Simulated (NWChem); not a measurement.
Molecule: C$_{3}$H$_{8}$N, doublet; SMILES CC([NH])C

```xyz
12

C      0.8167     1.1426     0.1064
C     -0.0948    -0.0103    -0.3299
C      0.4499    -1.3664     0.0962
N     -1.4378     0.1598     0.1503
H      1.8376     1.0030    -0.2801
H      0.8727     1.1921     1.2052
H      0.4438     2.1117    -0.2614
H     -0.1360     0.0160    -1.4433
H      1.4470    -1.5538    -0.3306
H      0.5270    -1.4175     1.1937
H     -0.2268    -2.1698    -0.2290
H     -1.7315     1.1038    -0.1424
```
Atoms are numbered in this order, from 1.

All runs: NWChem. Pople sets run with spherical d functions. Spin-unrestricted. The geometry was optimised at PBE0/def2-SVP, spin-unrestricted. No stability test was run on the SCF state. Level BLYP/6-31G*: single points from the atomic guess with DIIS by default; each run changes one setting, and all converged runs end within 0.3 mHa of each other.

Task: Which setting needs the most SCF iterations, or fails (DIIS on 20 Fock matrices; DIIS on 3 Fock matrices; no level shifting; no DIIS, 40 % damping; defaults)?

Result: no DIIS, 40 % damping, with 22 against 8 for the defaults.
```
setting                   SCF iterations
------------------------  --------------
defaults                               8
DIIS on 3 Fock matrices                8
no level shifting                      8
DIIS on 20 Fock matrices               8
no DIIS, 40 % damping                 22
```
